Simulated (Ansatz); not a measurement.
Input for Ansatz (development build ahead of 0.2.0):

```yaml
crystal:
  periodic: [false, false, false]
  atoms:
    - { symbol: V, position_ang: [0.0, 0.0, 0.0] }
    - { symbol: V, position_ang: [0.0, 0.0, 2.3] }
basis:
  gaussian: { orbitals: def2-SVP }
magnetization:
  spin_polarized: true
hamiltonian:
  xc: pbe0
output:
  forces: true
```

The input is written out in the form of the current development build from the run's settings.

Results

```
Converged                       : yes
Total energy                    : -1887.16747 hartree
Spin squared of the determinant : 3.690
Stability test                  : minimum
```

Forces (eV/Å):
| atom | Fx | Fy | Fz |
| --- | --- | --- | --- |
| V1 | 0.000 | 0.000 | 0.209 |
| V2 | 0.000 | 0.000 | -0.209 |

Caution: another spin multiplicity may lie lower; the unrestricted determinant is a mixture of spin states.
